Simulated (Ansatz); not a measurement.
Program: Ansatz. Geometries: PBE0-D4/def2-TZVP. ΔE: electronic, gas phase. CCSD(T)/CBS is the MP2 limit (def2-TZVPP, def2-QZVPP) plus CCSD(T) − MP2 in def2-TZVPP, frozen cores. This one scheme is used for every species. DFT in def2-TZVPP. Elements past krypton have def2 core potentials. For Sn outer-core shells are correlated without core-valence functions, which leaves a few kJ/mol of doubt a bond. One conformer a species, not always the lowest.

Consider the formal hydrolysis of the Sn–O bond: `[SiH3][O][SnH2][Cl]` + H₂O → `[OH][SnH2][Cl]` + silanol.

`[SiH3][O][SnH2][Cl]`:

```xyz
9

Si    1.143   -1.018   -0.575
O     0.411    0.444   -0.530
Sn   -1.055    1.263    0.450
Cl   -2.173   -0.491    1.487
H     0.240   -2.057   -1.139
H     2.345   -0.896   -1.439
H     1.565   -1.452    0.786
H    -2.089    1.957   -0.698
H    -0.386    2.249    1.657
```

H₂O:

Z-matrix (Å, degrees):
```
O
H 1 0.960
H 1 0.960 2 105.1
```

`[OH][SnH2][Cl]`:

Z-matrix (Å, degrees):
```
Sn
Cl 1 2.330
O 1 1.952 2 106.7
H 1 1.693 2 109.1 3 113.1
H 1 1.702 2 106.1 3 -118.2
H 3 0.960 1 113.6 2 -53.4
```

`O[SiH3]`:

Cartesian coordinates in Å:
```
O 1.138 -0.211 0.550
Si -0.374 0.128 -0.010
H 1.752 -0.636 -0.049
H -0.333 1.052 -1.177
H -1.089 0.771 1.115
H -1.094 -1.105 -0.429
```

```csv
level,ΔE (kJ/mol)
BLYP,5.7
PBE0,11.7
MP2/def2-SVP,23.6
SCS-MP2/def2-QZVPP,21.1
```

What does CCSD(T)/CBS give? (Best estimate.)

The calculation gave: +22.6 kJ/mol. The listed levels differ from it by -16.9, -10.9, 1.0, -1.5 kJ/mol.

Largest T1 diagnostic among the species: 0.013.

From PBE to PBE0 (25 % exact exchange), in def2-TZVPP and without D4, ΔE moves by +4.3 kJ/mol. Leaving LDA and LC-ωPBE aside and taking each functional with its dispersion term where it has one, the values, not all of them listed here, spread over 10.6 kJ/mol, from PBE-D4 to BHLYP-D4. The D4 term adds +8.2 kJ/mol with B3LYP and +4.8 kJ/mol with PBE0; it sums over pairs of atoms, weighted by their polarisabilities, and B3LYP, whose exchange is more repulsive, gets the larger term.

B3LYP here is the variant with VWN-RPA as its local correlation; programs differ in this.
